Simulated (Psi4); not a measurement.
Psi4 input (wB97X-D/6-31G*):

```
memory 1500 MB

molecule {
0 2
Si    0.39538400   -0.15858900    0.00186800
O     0.52764700    1.36735600    0.00686900
O    -0.99138400   -1.02312000   -0.00862200
H    -1.82548300   -0.53363800   -0.01213500
symmetry c1
no_reorient
no_com
}

set {
  basis 6-31G*
  reference uks
  scf_type pk
  dft_radial_points 99
  dft_spherical_points 590
  e_convergence 1e-8
  d_convergence 1e-7
  maxiter 150
}

e = energy('wb97x-d')
print_out(f'\nFINAL {e:.10f} DIPOLE {variable("CURRENT DIPOLE")[0]:.6f} {variable("CURRENT DIPOLE")[1]:.6f} {variable("CURRENT DIPOLE")[2]:.6f}\n')
```

From the output:

```
              A
    DOCC [    15 ]
    SOCC [     1 ]
    NA   [    16 ]
    NB   [    15 ]

  @UKS Final Energy:  -440.45777975405804

   => Energetics <=

    Nuclear Repulsion Energy =             95.9851287546765661
    One-Electron Energy =                -799.9652473260307488
    Two-Electron Energy =                 291.0564021708850078
    DFT Exchange-Correlation Energy =     -27.5337517006171986
    Empirical Dispersion Energy =          -0.0003116529717032
    VV10 Nonlocal Energy =                  0.0000000000000000
    Total Energy =                       -440.4577797540580377

  UHF NO Occupations:
  HONO-2 :   14  A 1.9996647
  HONO-1 :   15  A 1.9981450
  HONO-0 :   16  A 1.0000000
  LUNO+0 :   17  A 0.0018550
  LUNO+1 :   18  A 0.0003353
  LUNO+2 :   19  A 0.0001321
  LUNO+3 :   20  A 0.0000408

Computation Completed

Properties will be evaluated at   0.000000,   0.000000,   0.000000 [a0]

Properties computed using the SCF density matrix

 Multipole Moments:

 ------------------------------------------------------------------------------------
     Multipole            Electronic (a.u.)      Nuclear  (a.u.)        Total (a.u.)
 ------------------------------------------------------------------------------------

 L = 1.  Multiply by 2.5417464519 to convert [e a0] to [Debye]
 Dipole X            :         -0.6542717           -0.0000057           -0.6542773
 Dipole Y            :         -0.7726963            0.0000076           -0.7726888
 Dipole Z            :         -0.0059479           -0.0000132           -0.0059612
 Magnitude           :                                                    1.0125030

 ------------------------------------------------------------------------------------

FINAL -440.4577797541 DIPOLE -0.654277 -0.772689 -0.005961

*** Psi4 exiting successfully. Buy a developer a beer!
```

The geometry given is a B3LYP-D3(BJ)/def2-TZVP minimum.
